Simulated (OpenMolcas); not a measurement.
An atom or ion with 23 electrons was computed by SS-CASPT2, IPEA 0.25 Eh, imaginary shift 0.1 Eh with spin-orbit coupling (OpenMolcas, ANO-RCC-VTZP, DKH2). The lowest levels that the run gave, each within 12 % of the measured value where one is at hand:

| J | Parity | E (cm-1) | g |
| --- | --- | --- | --- |
| 5/2 | even | 0.0 | 2.002 |
| 5/2 | even | 33330 | 0.571 |
| 7/2 | even | 33360 | 0.984 |
| 11/2 | even | 33370 | 1.273 |
| 9/2 | even | 33380 | 1.172 |
| 5/2 | even | 36850 | 1.587 |
| 3/2 | even | 36930 | 1.711 |
| 1/2 | even | 37020 | 2.632 |
| 7/2 | even | 40030 | 1.429 |
| 1/2 | even | 40110 | 0.036 |
| 3/2 | even | 40180 | 1.222 |
| 5/2 | even | 40200 | 1.384 |

**Question.** Which ion is it, and what are the configurations and terms?

**Answer.** Fe3+ (Z = 26, charge +3; active space 5 electrons in 5 orbitals (3d)). J, parity and g give the terms where levels are pure, and mixed ones are named by the computed weights; the size of the splittings, set against known spectra of the 23-electron sequence, gives the charge. In order, with the measured energies in cm-1 (Corliss and Sugar, J. Phys. Chem. Ref. Data 11, 135 (1982)): 3d5 6S 5/2, 3d5 4G 5/2, 3d5 4G 7/2, 3d5 4G 11/2 (32246), 3d5 4G 9/2, 3d5 4P 5/2 (35254), 3d5 4P 3/2 (35333), 3d5 4P 1/2 (35407), 3d5 4D 7/2 (38779), 3d5 4D 1/2 (38897), 3d5 4D 3/2, 3d5 4D 5/2.

CASPT2 does not keep the components of a term degenerate, so their means are used; among the terms shown or strongly mixed into the levels shown the widest spread is 49 cm-1 (3d5 4G). Computed and measured levels are paired by configuration, term and J; levels that our copy of the source lacks, or whose pairing is in doubt (as where it misses far off the trend of its configuration), stay unpaired and out of the deviations. Only configurations of the active space appear.
